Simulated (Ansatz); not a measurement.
One change: `C[NH][Al]([OH])[F]` becomes `[OH][Al]([F])[SH]`.

Ansatz, PBE0-D4/def2-TZVP geometries, multiplicity 1. Each molecule was computed in one conformer, which needn't be the lowest.

| property | `C[NH][Al]([OH])[F]` |
| --- | --- |
| HOMO–LUMO gap (PBE0/def2-TZVPP) / eV | 6.57 |
| HOMO energy (PBE0/def2-TZVPP) / eV | -6.90 |
| LUMO energy (PBE/def2-TZVPP) / eV | -1.18 |
| HOMO energy (ωB97M-V/def2-TZVPP) / eV | -9.24 |
| HOMO–LUMO gap (PBE/def2-TZVPP) / eV | 4.35 |
| size of the dipole moment (PBE/def2-TZVPP) / D | 0.85 |

Task: What does the change do to each property? (Best estimate.)

Result: The calculation gave: 
```tsv
property	`[OH][Al]([F])[SH]`	shift
HOMO–LUMO gap (PBE0/def2-TZVPP) / eV	7.29	0.72
HOMO energy (PBE0/def2-TZVPP) / eV	-8.05	-1.15
LUMO energy (PBE/def2-TZVPP) / eV	-1.61	-0.43
HOMO energy (ωB97M-V/def2-TZVPP) / eV	-10.23	-0.99
HOMO–LUMO gap (PBE/def2-TZVPP) / eV	5.18	0.83
size of the dipole moment (PBE/def2-TZVPP) / D	1.56	0.71
```

With PBE0 the HOMO falls by 1.15 eV and the LUMO falls by 0.44 eV, so the gap widens by about 0.71 eV. PBE moves the HOMO by -1.26 eV and ωB97M-V by -0.99 eV. Dipoles are sizes alone; their direction can turn.
